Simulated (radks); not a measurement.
Pt3.6+, 74.4 electrons, occupied as [Kr] 4d10 4f14 5s2 5p(up 3, down 2.4) 5d7 (fractional occupations, a model configuration). Method: scalar-relativistic Kohn-Sham, PBE, spin-polarised, spherical densities, point nucleus; open shells are filled with parallel spins first (spin-orbit coupling, left out, can overturn this in heavy ions); computed with a radial shooting solver on a logarithmic mesh with Libxc functionals.

Normalised radial functions P(r) = r R(r), r in bohr:

| r | 4f up |
|---|---|
| 0.0007419 | 0.0000 |
| 0.001134 | 0.0000 |
| 0.001732 | 0.0000 |
| 0.002647 | 0.0000 |
| 0.004045 | 0.0000 |
| 0.006181 | 0.0000 |
| 0.009445 | 0.0001 |
| 0.01443 | 0.0005 |
| 0.02205 | 0.0022 |
| 0.03397 | 0.0095 |
| 0.05191 | 0.0371 |
| 0.07932 | 0.1267 |
| 0.1212 | 0.3598 |
| 0.1852 | 0.7962 |
| 0.283 | 1.2809 |
| 0.4324 | 1.4049 |
| 0.6608 | 1.0091 |
| 1.01 | 0.4577 |
| 1.543 | 0.1172 |
| 2.377 | 0.0129 |
| 3.632 | 0.0004 |

4f up: eigenvalue -116.86 eV, 0 radial nodes, <r> = 0.516 bohr, 90 % of the charge inside 0.833 bohr.
